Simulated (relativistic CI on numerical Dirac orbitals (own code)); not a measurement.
## V4+: K-beta X-ray emission

Computed with this model: Dirac-Coulomb-Breit CI, orbitals from a KLI potential per configuration, model QED (radiative potential, 1s self-energy scaled to tabulated hydrogen-like ionisation energies), valence Slater integrals scaled by 0.9, multiplet model of X-ray emission after core ionisation; configurations [Ar] 3d → 1s 2s2 2p6 3s2 3p6 3d → [Ne] 3s2 3p5 3d; 300 K; Lorentzian 2.24 eV and Gaussian 1 eV FWHM. Energies are those of the free ion, without screening or charge transfer. S is read from ⟨S²⟩ = S(S + 1).

Field parameters in Wybourne normalisation: D3d B²₀ = −7Dσ, B⁴₀ = −14Dq − 21Dτ, B⁴₃ = −14√(10/7) Dq. The field is a parameter set, without covalency.

free ion: ground-state S = 0.50, centroid 5432.41 eV. Peaks (eV, height): 5417.4 (10), 5431.2 (91), 5434.0 (100).

D3d, 10Dq = 17150, Dσ = -1200, Dτ = -350 cm⁻¹: ground-state S = 0.50, centroid 5432.48 eV. Peaks (eV, height): 5416.6 (8), 5431.2 (81), 5434.0 (100).

Strongest unbroadened transitions for D3d, 10Dq = 17150, Dσ = -1200, Dτ = -350 cm⁻¹:

```tsv
Energy (eV)	Relative strength
5430.96	48.1
5431.00	43.2
5431.15	18.7
5431.20	52.5
5431.21	23.4
5431.27	21.3
5433.24	55.3
5433.45	65.5
5433.74	100.0
5433.83	46.6
5433.94	19.0
5434.87	36.8
5434.90	31.7
5435.08	27.7
5435.12	25.7
5435.31	76.7
5435.43	52.6
5435.49	48.0
```
